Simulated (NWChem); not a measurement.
System: C$_{2}$H$_{5}$F$_{3}$Si; SMILES CC(F)(F)[SiH2]F

NWChem input:

```
start job
memory heap 200 mb stack 900 mb global 1100 mb
geometry units angstroms noautoz
  C     -1.405368     0.901757    -0.667309
  C     -0.108781     0.668777     0.054646
  F     -0.266944     0.996009     1.373007
  F      0.850045     1.515563    -0.445761
  Si     0.653384    -1.088426    -0.046269
  F     -0.477455    -2.151720     0.439776
  H     -2.182487     0.231714    -0.274122
  H     -1.715655     1.946387    -0.513825
  H     -1.284322     0.716946    -1.743798
  H      1.822773    -1.164815     0.864986
  H      1.006276    -1.396071    -1.457819
end
basis spherical
  * library def2-tzvp
end
dft
  xc xpbe96 cpbe96
  iterations 150
  semidirect filesize 400000000
  mulliken
end
task dft energy
```

NWChem printed, in part:

```
             Northwest Computational Chemistry Package (NWChem) 7.3.0
             --------------------------------------------------------

 C1  symmetry detected

                             Geometry "geometry" -> ""
                             -------------------------

 Output coordinates in angstroms (scale by  1.889725989 to convert to a.u.)

  No.       Tag          Charge          X              Y              Z
 ---- ---------------- ---------- -------------- -------------- --------------
    1 C                    6.0000    -1.14177465     1.04110725    -0.98564214
    2 C                    6.0000    -0.06263405     0.71041391     0.00568728
    3 F                    9.0000    -0.52828598     0.95025249     1.26894409
    4 F                    9.0000     1.00461359     1.55409240    -0.18402324
    5 Si                  14.0000     0.66773843    -1.06240473    -0.04443088
    6 F                    9.0000    -0.56705060    -2.11454725     0.07356436
    7 H                    1.0000    -2.00346642     0.37439836    -0.84262416
    8 H                    1.0000    -1.45999809     2.08320029    -0.83116513
    9 H                    1.0000    -0.76784290     0.92769735    -2.01274927
   10 H                    1.0000     1.58072967    -1.24553554     1.11168402
   11 H                    1.0000     1.34519888    -1.28339998    -1.34975078

 Effective nuclear repulsion energy (a.u.)     329.1791601781

  pbe96 is a nonlocal functional; adding pw91lda local functional.

                                 NWChem DFT Module
                                 -----------------

 Summary of "ao basis" -> "ao basis" (spherical)
 ------------------------------------------------------------------------------
       Tag                 Description            Shells   Functions and Types
 ---------------- ------------------------------  ------  ---------------------
 C                         def2-tzvp                11       31   5s3p2d1f
 F                         def2-tzvp                11       31   5s3p2d1f
 Si                        def2-tzvp                13       37   5s5p2d1f
 H                         def2-tzvp                 4        6   3s1p

            General Information
            -------------------
          SCF calculation type: DFT
          Wavefunction type:  closed shell.
          No. of atoms     :    11
          No. of electrons :    58
           Alpha electrons :    29
            Beta electrons :    29
          Charge           :     0
          Spin multiplicity:     1
          Use of symmetry is: off; symmetry adaption is: off
          Maximum number of iterations: 150
          AO basis - number of functions:   222
                     number of shells:    88
          Convergence on energy requested:  1.00D-06
          Convergence on density requested:  1.00D-05
          Convergence on gradient requested:  5.00D-04

              XC Information
              --------------
          PerdewBurkeErnzerhof Exchange Functional  1.000
            Perdew 1991 LDA Correlation Functional  1.000 local
           PerdewBurkeErnz. Correlation Functional  1.000 non-local

             Grid Information
             ----------------
          Grid used for XC integration:  medium
          Radial quadrature: Mura-Knowles
          Angular quadrature: Lebedev.
          Tag              B.-S. Rad. Rad. Pts. Rad. Cut. Ang. Pts.
          ---              ---------- --------- --------- ---------
          C                   0.70       49          11.0       434
          F                   0.50       49          12.0       434
          Si                  1.10       88          11.0       590
          H                   0.35       45          12.0       434
          Grid pruning is: on
          Number of quadrature shells:   558
          Spatial weights used:  Erf1

      Superposition of Atomic Density Guess
      -------------------------------------

 Sum of atomic energies:        -664.93134801

      Non-variational initial energy
      ------------------------------

 Total energy =    -667.000877
 1-e energy   =   -1577.117800
 2-e energy   =     580.937764
 HOMO         =      -0.311240
 LUMO         =       0.027223

------------------------------------------------------------
EAF file 0: "./job.aoints.0" size=1040711680 bytes
------------------------------------------------------------
               write      read    awrite     aread      wait
               -----      ----    ------     -----      ----
     calls:     1985         0         0         0         0
   data(b): 1.04e+09  0.00e+00  0.00e+00  0.00e+00
   time(s): 0.00e+00  0.00e+00  0.00e+00  0.00e+00  0.00e+00
rate(mb/s): 0.00e+00  0.00e+00
------------------------------------------------------------

     ---------------------------------------------
      Total Density - Mulliken Population Analysis
     ---------------------------------------------

    Atom       Charge   Shell Charges
 -----------   ------   -------------------------------------------------------
    1 C    6     6.54   0.86  1.12  0.56  0.67  0.13  1.29  1.43  0.45  0.01  0.03  0.00
    2 C    6     5.37   0.85  1.12  0.50  0.65  0.09  0.86  0.96  0.12  0.04  0.17  0.02
    3 F    9     9.38   0.77  1.20  0.61  1.00  0.31  2.33  2.31  0.83  0.00  0.01  0.00
    4 F    9     9.38   0.77  1.20  0.61  1.00  0.31  2.33  2.31  0.83  0.00  0.01  0.00
    5 Si  14    13.20   2.00  0.59  1.39  0.85  0.43  4.11  1.73  0.49  1.03  0.29  0.13  0.11  0.04
    6 F    9     9.53   0.77  1.20  0.61  1.01  0.31  2.37  2.36  0.88  0.00  0.01  0.00
    7 H    1     0.82   0.24  0.44  0.13  0.02
    8 H    1     0.84   0.24  0.44  0.14  0.02
    9 H    1     0.82   0.24  0.44  0.13  0.02
   10 H    1     1.06   0.23  0.54  0.28  0.01
   11 H    1     1.06   0.23  0.54  0.29  0.01

[...]
```

Level: PBE/def2-TZVP. The geometry was optimised at PBE0/def2-SVP.
